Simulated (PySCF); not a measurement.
## From computed data to an observable: oscillator strength and radiative lifetime

C₃H₃ClF₂, SMILES Cl[C@H]1[C@@H]([C@@H]1F)F.

Coordinates come from a B3LYP-D3(BJ)/def2-SVP optimisation. The structure was generated by enumeration; whether it is a known compound was not checked.

TDDFT-PBE/def2-SVPD run with PySCF puts the first singlet state with f over 0.02 at 7.36 eV (vertical), with the transition dipole (0.000, 0.000, 0.412) in atomic units.

Find the oscillator strength, the wavelength and the radiative lifetime that this transition would have in vacuum if emission retraced absorption.


|μ|² = 0.1697 au, so |μ| = 1.05 D. ΔE = 7.36/27.211 = 0.2705 hartree. f = (2/3) ΔE |μ|² = 0.031 (the program prints 0.031).
λ = 1239.84/7.36 = 168 nm; ν = 59362 cm⁻¹.
Einstein's coefficient A = 0.6670 ν² f s⁻¹ (ν in cm⁻¹) = 7.2e7 s⁻¹, so τ = 1/A = 14 ns. This state is S5; the lower singlets have f = 0.000, 0.015, 0.010, 0.004. The figure is the radiative limit of this one transition; relaxation, internal conversion, crossing to triplets and a medium change what is measured.
